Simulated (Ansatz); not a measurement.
Cost and result for the atomization energy of `[CH3][Ga]([SH])[Br]` (8 atoms, 7 bonds).

```
atom   x (Å)   y (Å)   z (Å)
  C1  -0.198   0.059  -1.427
 Ga2   0.150  -0.139   0.481
  S3  -0.612   1.196   2.049
 Br4   1.451  -1.879   1.240
  H5  -0.692  -0.840  -1.800
  H6  -0.828   0.926  -1.623
  H7   0.749   0.170  -1.958
  H8  -0.021   0.507   3.039
```

Total charge 0; spin multiplicity 1. Correlated methods include outer-core shells of Br, Ga, which these sets cover unevenly. Scalar relativity is left out up to krypton. The geometry is a stationary point of PBE0-D4/def2-TZVP. It is one conformer, not always the lowest. Program: Ansatz. All runs use 4 threads of an Intel Xeon Platinum 8375C on a shared host. Times are those of one run each, without the atoms' runs, and a repeat can differ threefold. Electronic energies, without spin–orbit coupling; frozen cores. CCSD(T)/CBS adds CCSD(T) − MP2 in def2-TZVPP to the MP2 limit, and its time is that of the two runs behind it. T1 = 0.010. With those shells the extrapolation isn't a true limit. B3LYP takes the VWN-RPA correlation (the form of Gaussian; ORCA's B3LYP/G).

CCSD(T)/CBS is a level of theory with its own doubt, some kJ/mol a heavy atom from the limit and from the frozen cores, so smaller differences don't rank the functionals.

```
                            level  functions  wall time  atomization (kJ/mol)  difference from CCSD(T)/CBS  per bond
           LDA (SPW92)/def2-TZVPP        225        1 s                2897.3                        328.3      46.9
               BLYP-D4/def2-TZVPP        225      1.5 s                2502.8                        -66.2      -9.5
             revPBE-D4/def2-TZVPP        225      1.6 s                2516.0                        -53.0      -7.6
  PBE-D4/def2-TZVPP (with forces)        225      1.8 s                2578.7                          9.7       1.4
            r2SCANh-D4/def2-TZVPP        225      3.8 s                2563.9                         -5.1      -0.7
                B2PLYP/def2-TZVPP        225        4 s                2511.9                        -57.1      -8.2
B3LYP-D4/def2-TZVPP (with forces)        225      4.1 s                2525.5                        -43.5      -6.2
              PBE-QIDH/def2-TZVPP        225      4.2 s                2559.4                         -9.6      -1.4
                B97M-V/def2-TZVPP        225        6 s                2565.1                         -3.9      -0.5
                 CCSD(T)/def2-SVP        116        6 s                2410.6                       -158.4     -22.6
                   MP2/def2-QZVPP        425       17 s                2580.7                         11.7       1.7
               CCSD(T)/def2-TZVPP        225       81 s                2508.2                        -60.8      -8.7
                CCSD(T)/CBS(def2)          –       98 s                2569.0                          0.0       0.0
```

From r2SCAN to r2SCAN0 (25 % exact exchange), in def2-TZVPP and without D4, the atomization energy moves by −29.9 kJ/mol: exact exchange takes away binding that semilocal exchange gives to molecules. At CCSD(T), def2-SVP lies −158.3 kJ/mol from the extrapolated value and def2-TZVPP −60.8 kJ/mol: correlation converges slowly with the basis, and small sets miss more of it in the bonded molecule than in its fragments. The D4 term adds +32.9 kJ/mol with B3LYP and +17.4 kJ/mol with PBE0; it sums over pairs of atoms, weighted by their polarisabilities, and B3LYP, whose exchange is more repulsive, gets the larger term.
